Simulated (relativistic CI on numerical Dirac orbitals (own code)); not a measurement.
# Rh5+: M2,3 absorption edge

Computed with this model: Dirac-Coulomb-Breit CI, orbitals from a KLI potential per configuration, QED by a radiative potential, valence Slater integrals scaled by 0.9, multiplet model of core-to-valence dipole absorption; configurations [Kr] 4d4 → [Ne] 3s2 3p5 3d10 4s2 4p6 4d5; 80 K; Lorentzian 2 eV and Gaussian 0.4 eV FWHM. Energies are those of the free ion, without screening or charge transfer. The branching ratio is the share of the lower-energy edge in the whole absorption, uncertain by about 0.02 where the edges overlap. S is read from ⟨S²⟩ = S(S + 1).

Field parameters in Wybourne normalisation: D3d B²₀ = −7Dσ, B⁴₀ = −14Dq − 21Dτ, B⁴₃ = −14√(10/7) Dq; D4h B²₀ = −7Ds, B⁴₀ = 21(Dq − Dt), B⁴₄ = 21√(5/14) Dq; Oh B⁴₀ = 21Dq, B⁴₄ = √(5/14) B⁴₀; Td as Oh with Dq negative (B⁴₀ = 21Dq, B⁴₄ = √(5/14) B⁴₀). The field is a parameter set, without covalency.

free ion: ground-state S = 1.97, centroid 510.73 eV, branching ratio 0.854. Peaks (eV, height): 504.8 (46), 507.0 (100), 533.2 (19).

D3d, 10Dq = 41850, Dσ = -890, Dτ = -100 cm⁻¹: ground-state S = 1.01, centroid 512.64 eV, branching ratio 0.800. Peaks (eV, height): 504.8 (75), 508.2 (100), 530.8 (17), 533.5 (30).

D3d, 10Dq = 26150, Dσ = -990, Dτ = -30 cm⁻¹: ground-state S = 1.16, centroid 511.24 eV, branching ratio 0.836. Peaks (eV, height): 506.8 (100), 531.8 (20).

Td, 10Dq = -8950 cm⁻¹: ground-state S = 1.95, centroid 511.24 eV, branching ratio 0.835. Peaks (eV, height): 507.0 (100), 529.8 (6), 533.2 (19).

D4h, 10Dq = 38150, Ds = 2240, Dt = 1170 cm⁻¹: ground-state S = 1.28, centroid 511.47 eV, branching ratio 0.834. Peaks (eV, height): 506.5 (100), 531.8 (20), 533.8 (18).

Oh, 10Dq = 16300 cm⁻¹: ground-state S = 1.87, centroid 511.61 eV, branching ratio 0.822. Peaks (eV, height): 506.5 (100), 530.5 (12), 532.2 (15).

The statistical ratio of this edge is 2/3 = 0.667. Values above it arise where the holes sit mainly in the j = l + 1/2 valence subshell or the ground state has high spin; values below it where core-valence Coulomb terms move weight to the upper edge, as in nearly empty shells.

Strongest unbroadened transitions for D3d, 10Dq = 26150, Dσ = -990, Dτ = -30 cm⁻¹:

| Energy (eV) | Relative strength |
| --- | --- |
| 505.15 | 72.4 |
| 505.16 | 64.4 |
| 505.29 | 44.9 |
| 506.28 | 100.0 |
| 506.49 | 26.7 |
| 506.57 | 27.5 |
| 506.78 | 23.6 |
| 506.82 | 75.4 |
| 506.99 | 40.2 |
| 507.14 | 30.8 |
| 507.20 | 73.3 |
| 507.29 | 29.1 |
| 508.11 | 44.6 |
| 508.22 | 23.0 |
| 508.24 | 26.1 |
| 531.38 | 41.5 |
| 531.41 | 25.5 |
| 532.35 | 22.9 |
